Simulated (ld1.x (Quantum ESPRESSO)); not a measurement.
**What one change does to a pseudopotential (In (Z = 49), TM)**

In (Z = 49), norm-conserving Troullier–Martins (Kleinman–Bylander form), made with ld1.x (Quantum ESPRESSO) 7.5 (PBE, fully relativistic). Core [Kr] 4d10, reference 5s2 5p1. Waves: 5p (bound): rc 2.50 bohr; 5s (bound): rc 2.00 bohr. Local part: the s channel. Core correction: none.

Open shells are filled in proportion to 2j + 1 (rel_dist='average').

Change: wave 5p (bound): rc 2.50 bohr becomes 5p (bound): rc 3.74 bohr.

Cutoffs: the cutoffs (Ry, on a coarse ladder) from which the occupation-weighted sum of valence levels, in a spherical-Bessel basis at the reference potential, stays within 10 and 1 mRy of its value at 400 Ry; they do not see the model core or the augmentation charge, which bear on the density cutoff. Errors are all-electron minus pseudo energies relative to the spin-unpolarised reference configuration.

Predict the effect on cutoff, ghosts and configuration errors.

The potential gets neither clearly harder nor softer (18 Ry and 30 Ry → 18 Ry and 30 Ry); of the 7 tests that both files solve, the error grows in 3 and shrinks in 2 by more than 15 % and 0.3 meV (median size 21.3 → 18.8 meV); neither file shows a bound ghost.

| quantity | base | changed |
| --- | --- | --- |
| cutoff, loose | 18 Ry | 18 Ry |
| cutoff, tight | 30 Ry | 30 Ry |
| bound ghosts | none | none |
| error for 5s2 5p0, meV [ΔE 5.37 eV] | +22 | +18 |
| error for 5s1 5p0, meV [ΔE 24.61 eV] | +112 | +93 |
| error for 5s2 5p0.5, meV [ΔE 1.95 eV] | +3.8 | +3.3 |
| error for 5s1 5p1, meV [ΔE 11.95 eV] | +12 | +19 |
| error for 5s2 5p1.3, meV [ΔE -0.53 eV] | +0.7 | +0.7 |
| error for 5s1 5p2, meV [ΔE 5.83 eV] | +21 | +29 |
| error for 5s0 5p3, meV [ΔE 11.92 eV] | +105 | +132 |
